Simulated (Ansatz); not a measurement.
Computed with Ansatz on PBE0-D4/def2-TZVP structures; ΔE is electronic, products minus reactants. CCSD(T)/CBS is the MP2 limit (def2-TZVPP, def2-QZVPP) plus CCSD(T) − MP2 in def2-TZVPP, frozen cores. DFT in def2-TZVPP. B3LYP here is the variant with VWN-RPA as its local correlation; programs differ in this. One conformer a species, not always the lowest.

`[SiH3]C[SiH2]Cl` + `[CH3][AlH][S][SiH3]` → `[SiH3][CH2][AlH][S][SiH3]` + `C[SiH2]Cl`  (formal exchange of groups at the Si–C bond)

| level | ΔE (kcal/mol) | difference from CCSD(T)/CBS |
| --- | --- | --- |
| PBE-D4 | -1.9 | 0.0 |
| r2SCAN-D4 | -1.8 | 0.1 |
| PBE0-D4 | -2.0 | -0.1 |
| B2PLYP | -1.5 | 0.4 |
| r2SCAN | -1.7 | 0.2 |
| PBE0 | -1.5 | 0.4 |
| B3LYP | -1.3 | 0.6 |
| HF/def2-TZVPP | -1.3 | 0.6 |
| MP2/def2-TZVPP | -1.8 | 0.1 |
| SCS-MP2/def2-TZVPP | -1.7 | 0.2 |
| CCSD/def2-TZVPP | -1.7 | 0.2 |
| CCSD(T)/def2-TZVPP | -1.8 | 0.1 |
| HF/def2-QZVPP | -1.3 | 0.6 |
| MP2/def2-QZVPP | -1.9 | 0.0 |
| SCS-MP2/def2-QZVPP | -1.7 | 0.2 |
| HF/CBS(def2) | -1.3 | 0.6 |
| CCSD(T)/CBS | -1.9 | 0 |

Largest T1 diagnostic among the species: 0.011.

The D4 term adds −0.7 kcal/mol with B3LYP and −0.5 kcal/mol with PBE0; it sums over pairs of atoms, weighted by their polarisabilities, and B3LYP, whose exchange is more repulsive, gets the larger term.
